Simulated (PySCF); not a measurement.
PbBr, SMILES [Br][Pb] (connectivity only; charge and spin as stated), neutral, multiplicity 2.

Geometry optimised at PBE-D3(BJ)/def2-TZVP. The multiplicity is an assumed one; other spin states were not compared. The def2 effective core potentials stand for the cores of Pb; spin–orbit coupling is left out.

Level of theory: C-PCM-B3LYP/def2-SVP (PySCF).

The values are the electrostatic part of the solvation free energy, E(continuum) − E(gas) at the gas-phase geometry, in a cavity of scaled van der Waals radii (PySCF's table); cavitation and dispersion terms are not included. A continuum can't describe solvent molecules that bind to the metal. The dipole moment in vacuum is 3.33 D.

Computed values in water (ε = 78.36), ethanol (ε = 24.85), chloroform (ε = 4.71):
| solvent | ε | ΔG(elec) (kcal/mol) | dipole (D) |
|---|---|---|---|
| water | 78.36 | -6.4 | 5.06 |
| ethanol | 24.85 | -6.1 | 4.99 |
| chloroform | 4.71 | -4.8 | 4.61 |
